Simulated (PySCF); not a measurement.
dimethyl thioether (C$_{2}$H$_{6}$S), singlet, at a GFN2-xTB geometry; B3LYP/3-21G in PySCF.

The PySCF input:
```python
from pyscf import gto, scf, dft

mol = gto.M(
    atom='''
C    -0.007850    1.377404   -0.513607
S     0.002549   -0.002333    0.664816
C     0.003874   -1.373765   -0.523307
H    -0.009534    2.291986    0.069400
H     0.883687    1.332437   -1.133295
H    -0.903678    1.324796   -1.126468
H     0.010004   -2.292417    0.053236
H    -0.892387   -1.324474   -1.135809
H     0.894977   -1.316832   -1.142635
''',
    basis='3-21g',
    charge=0,
    spin=0,
    verbose=4,
)

mf = dft.RKS(mol)
mf.xc = 'b3lyp'
mf.conv_tol = 1e-6
mf.kernel()
```

**Question.** Predict the main parts of the log of this PySCF run.

**Answer.** 
```
PySCF version 2.14.0

[INPUT] verbose = 4
[INPUT] num. atoms = 9
[INPUT] num. electrons = 34
[INPUT] charge = 0
[INPUT] spin (= nelec alpha-beta = 2S) = 0
[INPUT] symmetry False subgroup None
[INPUT] Mole.unit = angstrom
[INPUT] Symbol           X                Y                Z      unit          X                Y                Z       unit  Magmom
[INPUT]  1 C     -0.007850000000   1.377404000000  -0.513607000000 AA   -0.014834350078   2.602916322880  -0.970576565659 Bohr   0.0
[INPUT]  2 S      0.002549000000  -0.002333000000   0.664816000000 AA    0.004816911892  -0.004408731049   1.256320163229 Bohr   0.0
[INPUT]  3 C      0.003874000000  -1.373765000000  -0.523307000000 AA    0.007320799007  -2.596039609513  -0.988906909068 Bohr   0.0
[INPUT]  4 H     -0.009534000000   2.291986000000   0.069400000000 AA   -0.018016648872   4.331225821337   0.131146993045 Bohr   0.0
[INPUT]  5 H      0.883687000000   1.332437000000  -1.133295000000 AA    1.669926409839   2.517941008237  -2.141617168339 Bohr   0.0
[INPUT]  6 H     -0.903678000000   1.324796000000  -1.126468000000 AA   -1.707703924795   2.503501610919  -2.128716008087 Bohr   0.0
[INPUT]  7 H      0.010004000000  -2.292417000000   0.053236000000 AA    0.018904820150  -4.332040293297   0.100601459967 Bohr   0.0
[INPUT]  8 H     -0.892387000000  -1.324474000000  -1.135809000000 AA   -1.686367027122  -2.502893119107  -2.146367939816 Bohr   0.0
[INPUT]  9 H      0.894977000000  -1.316832000000  -1.142635000000 AA    1.691261417785  -2.488451832063  -2.159267210342 Bohr   0.0

nuclear repulsion = 110.920624746091
number of shells = 29
number of NR pGTOs = 75
number of NR cGTOs = 43
basis = 3-21g
ecp = {}

******** <class 'pyscf.dft.rks.RKS'> ********
method = RKS
initial guess = minao
damping factor = 0
level_shift factor = 0
DIIS = <class 'pyscf.scf.diis.CDIIS'>
diis_start_cycle = 1
diis_space = 8
diis_damp = 0
SCF conv_tol = 1e-06
SCF conv_tol_grad = None
SCF max_cycles = 50
direct_scf = True
direct_scf_tol = 1e-13
XC library pyscf.dft.libxc version 7.1.2
    S. Lehtola, C. Steigemann, M. J. T. Oliveira, and M. A. L. Marques,  SoftwareX 7, 1–5 (2018)
XC functionals = b3lyp
    P. J. Stephens, F. J. Devlin, C. F. Chabalowski, and M. J. Frisch,  J. Phys. Chem. 98, 11623 (1994)
radial grids:
    Treutler-Ahlrichs [JCP 102, 346 (1995); DOI:10.1063/1.469408] (M4) radial grids

becke partition: Becke, JCP 88, 2547 (1988); DOI:10.1063/1.454033
pruning grids: <function nwchem_prune>
grids dens level: 3
symmetrized grids: False
atomic radii adjust function: <function treutler_atomic_radii_adjust>
small_rho_cutoff = 0
Set gradient conv threshold to 0.001
Initial guess from minao.
tot grids = 105968
init E= -475.364442998436
  HOMO = -0.264124336405545  LUMO = -0.0103688958391419  gap/eV = 6.90504
cycle= 1 E= -475.603822941786  delta_E= -0.239  |g|= 0.207  |ddm|= 2.68
  HOMO = -0.186116691087197  LUMO = 0.0928807437423826  gap/eV = 7.59191
cycle= 2 E= -475.607975349406  delta_E= -0.00415  |g|= 0.184  |ddm|= 0.561
  HOMO = -0.216286900094862  LUMO = 0.0641024368798708  gap/eV = 7.62978
cycle= 3 E= -475.616984410593  delta_E= -0.00901  |g|= 0.0199  |ddm|= 0.211
  HOMO = -0.219246839140274  LUMO = 0.0631628296744791  gap/eV = 7.68476
cycle= 4 E= -475.61706375465  delta_E= -7.93e-05  |g|= 0.0115  |ddm|= 0.0449
  HOMO = -0.217537888768235  LUMO = 0.0639726317712996  gap/eV = 7.66029
cycle= 5 E= -475.617102733053  delta_E= -3.9e-05  |g|= 0.000645  |ddm|= 0.0158
  HOMO = -0.217693934794791  LUMO = 0.0639088525905078  gap/eV = 7.66280
cycle= 6 E= -475.617102861973  delta_E= -1.29e-07  |g|= 9.74e-05  |ddm|= 0.00126
  HOMO = -0.21767897272756  LUMO = 0.0639196085981273  gap/eV = 7.66269
Extra cycle  E= -475.617102864807  delta_E= -2.83e-09  |g|= 5e-05  |ddm|= 0.000269
converged SCF energy = -475.617102864807
```
